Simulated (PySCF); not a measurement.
Vertical excitations of a molecule C₅H₆O₂ from TDA-PBE/def2-SVPD (PySCF 2.14.0), as energy in eV (oscillator strength): 4.22 (0.017), 4.57 (0.010), 5.03 (0.003), 5.40 (0.002), 5.48 (0.001), 5.95 (0.006), 6.18 (0.386), 6.27 (0.022), 6.54 (0.128), 6.70 (0.005). Lowest triplet (TDA): 3.33 eV. Geometry: B3LYP-D3(BJ)/def2-SVP. One conformer was computed; it need not be the lowest.

Problem. Identify the compound among the candidates.
(A) C=CC1OC(=C)O1
(B) CC#CCC(=O)O
(C) O=C1CCC(=O)C1
(D) CC=C1OC=CO1

Solution. D, CC=C1OC=CO1
